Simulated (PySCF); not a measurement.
Two-component Hartree-Fock for Zr³⁺ (zirconium, charge +3)

Start: [Kr] 5p1; 5p3/2 filled at m_j = +3/2. Calculated with PySCF 2.14 in x2c-TZVPall-2c (8s9p7d1f, 77 functions): generalised Hartree-Fock with the X2C-1e Hamiltonian and a Gaussian nucleus; one run each with spin-orbit coupling (SO) switched off, then screened by Boettger's factors. This is a chosen level, not necessarily the ground level.

| spinor shell | electrons | ε, spin-free (eV) | ε, screened SO (eV) | weight of nominal j (screened SO) | rms radius, screened SO (bohr) |
| --- | --- | --- | --- | --- | --- |
| 1s1/2 | 2 | -18131.7 | -18130.9 | 1.000 | 0.0426 |
| 2s1/2 | 2 | -2613.7 | -2613.5 | 1.000 | 0.176 |
| 2p1/2 | 2 | -2328.3 | -2387.5 | 1.000 | 0.154 |
| 2p3/2 | 4 | -2328.3 | -2300.4 | 1.000 | 0.158 |
| 3s1/2 | 2 | -487.86 | -487.83 | 1.000 | 0.487 |
| 3p1/2 | 2 | -392.20 | -402.05 | 1.000 | 0.488 |
| 3p3/2 | 4 | -392.20 | -387.58 | 1.000 | 0.499 |
| 3d3/2 | 4 | -234.89 | -236.45 | 1.000 | 0.493 |
| 3d5/2 | 6 | -234.89 | -233.85 | 1.000 | 0.496 |
| 4s1/2 | 2 | -100.41 | -100.43 | 1.000 | 1.28 |
| 4p1/2 | 2 | -72.075 | -73.431 | 0.997 | 1.40 |
| 4p3/2 | 4 | -72.075 | -71.471 | 0.998 | 1.42 |
| 5p3/2 | 1 | -23.353 | -23.262 | 1.000 | 3.66 |

| quantity | spin-free | screened SO |
| --- | --- | --- |
| E (hartree) | -3594.17150 | -3594.51507 |
| M_J | 3/2 | 3/2 |
| ⟨J²⟩ | 3.750 | 3.750 |
| ⟨L²⟩ | 2.000 | 2.007 |
| ⟨S²⟩ | 0.750 | 0.756 |

Each row is a mean over spinors that exchange with the open shell spreads, by up to 0.509 eV (4p3/2).

Breit and QED terms are absent; they matter most for the inner s and p1/2 levels.

Densities and radii are taken from the X2C orbitals without a picture-change correction, which distorts them close to the nucleus.

Without spin-orbit coupling the j labels of p, d and f shells carry no meaning; the spin-free column gives the mean over the occupied spinors of each nl shell.
